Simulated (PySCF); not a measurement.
PySCF input (BP86/def2-SVP):

```python
from pyscf import gto, dft

mol = gto.M(
    atom='''
    Ge    0.01086032   -0.00616844    0.41757255
    F     0.63163470    1.16043427   -0.74230093
    F    -0.67024917   -1.13850205   -0.74240146
    ''',
    basis='def2-svp',
    charge=0,
    spin=0,
    verbose=4,
)

mf = dft.RKS(mol, xc='bp86')
mf.grids.level = 3
mf.conv_tol = 1e-9
mf.max_cycle = 100
mf.max_memory = 1500
mf.kernel()
if not mf.converged:
    mf = mf.newton()
    mf.kernel(mf.make_rdm1())
mf.dip_moment()
```

From the last part of the output:

```
Set gradient conv threshold to 3.16228e-05
Initial guess from minao.
tot grids = 49168
init E= -2276.00621782887
  HOMO = -0.295620408362562  LUMO = -0.111454570785432  gap/eV = 5.01141
cycle= 1 E= -2276.42160924025  delta_E= -0.415  |g|= 1.04  |ddm|= 1.64
  HOMO = -0.136147994713537  LUMO = -0.0840923918988601  gap/eV = 1.41651
cycle= 2 E= -2274.58203982144  delta_E= 1.84  |g|= 3.23  |ddm|= 2.73
  HOMO = -0.275638255688513  LUMO = -0.115184182050387  gap/eV = 4.36618
cycle= 3 E= -2276.60123867226  delta_E= -2.02  |g|= 0.197  |ddm|= 2.18
  HOMO = -0.274992810098129  LUMO = -0.119487294483387  gap/eV = 4.23152
cycle= 4 E= -2276.60620892963  delta_E= -0.00497  |g|= 0.131  |ddm|= 0.247
  HOMO = -0.280309534222661  LUMO = -0.123731442456545  gap/eV = 4.26071
cycle= 5 E= -2276.60838703284  delta_E= -0.00218  |g|= 0.0248  |ddm|= 0.0676
  HOMO = -0.278670252859105  LUMO = -0.121975369019686  gap/eV = 4.26388
cycle= 6 E= -2276.60855266703  delta_E= -0.000166  |g|= 0.0037  |ddm|= 0.0286
  HOMO = -0.278819672105799  LUMO = -0.121910997211367  gap/eV = 4.26970
cycle= 7 E= -2276.60855526304  delta_E= -2.6e-06  |g|= 0.000683  |ddm|= 0.00276
  HOMO = -0.278865253399115  LUMO = -0.121944034884633  gap/eV = 4.27004
cycle= 8 E= -2276.60855534433  delta_E= -8.13e-08  |g|= 0.000262  |ddm|= 0.000609
  HOMO = -0.278865948283666  LUMO = -0.121944189460875  gap/eV = 4.27006
cycle= 9 E= -2276.608555356  delta_E= -1.17e-08  |g|= 8.27e-05  |ddm|= 0.000214
  HOMO = -0.278863336461205  LUMO = -0.121941155860453  gap/eV = 4.27007
cycle= 10 E= -2276.6085553573  delta_E= -1.3e-09  |g|= 4.03e-06  |ddm|= 6.16e-05
  HOMO = -0.278862684693768  LUMO = -0.121940531638938  gap/eV = 4.27007
cycle= 11 E= -2276.60855535731  delta_E= -1.46e-11  |g|= 3.44e-07  |ddm|= 5.49e-06
  HOMO = -0.278862709881144  LUMO = -0.121940584744769  gap/eV = 4.27007
Extra cycle  E= -2276.6085553573  delta_E= 7.28e-12  |g|= 7.82e-07  |ddm|= 9.45e-07
converged SCF energy = -2276.6085553573
Dipole moment(X, Y, Z, Debye):  0.05510, -0.03130,  2.11844
```
